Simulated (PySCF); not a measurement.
Fill in the blanks.

Compound: tetramethoxysilane, C4H12O4Si.
SMILES: `CO[Si](OC)(OC)OC`

Conformer (atom-mapped SMILES and torsion angles): `[CH3:1][O:2][Si:3]([O:4][CH3:5])([O:6][CH3:7])[O:8][CH3:9]`: C1–O2–Si3–O4 46°, O2–Si3–O4–C5 -169°, O2–Si3–O6–C7 -44°, O2–Si3–O8–C9 -71°.

| property | level | value |
| --- | --- | --- |
| rotational constants A, B, C of the GFN2-xTB geometry | GFN2-xTB | ? |
| dipole moment | PBE0/pcSseg-1 | ? |
| HOMO energy | PBE0/pcSseg-1 | -7.95 eV |
| LUMO energy | PBE0/pcSseg-1 | ? |
| 13C chemical shifts (computed TMS as zero) by class | GIAO PBE0/pcSseg-1 | ? |
| 1H chemical shifts (computed TMS as zero) by class | GIAO PBE0/pcSseg-1 | ? |
| isotropic shieldings of nuclei other than C and H, by class | GIAO PBE0/pcSseg-1 | 319 (4 O), 438 (1 Si) ppm |

The electronic properties come from PySCF, for the isolated species, density fitting.

Question: Give the LUMO energy.

Answer: 1.35 eV.

Question: Give the rotational constants A, B, C of the GFN2-xTB geometry.

Answer: 1.184, 1.172, 1.144 GHz.

Question: What are the 13C chemical shifts (computed TMS as zero) by class?

Answer: 53.8 (4 C) ppm.

Question: The 1H chemical shifts (computed TMS as zero) by class?

Answer: 3.79 (12 H) ppm.

Question: The dipole moment?

Answer: 0.08 D.

The rotational constants are those of a nearly oblate symmetric top. With B = h/(8π²I), that is 505.379 GHz u Å² over I, the principal moments of inertia are 426.7, 431.0 and 441.9 u Å² (most abundant isotopes).

For the NMR shielding job (PBE0/pcSseg-1), time: 48 s of wall time. Hardware: one thread, Arm Neoverse V1, shared host.

One conformer stands for the species.
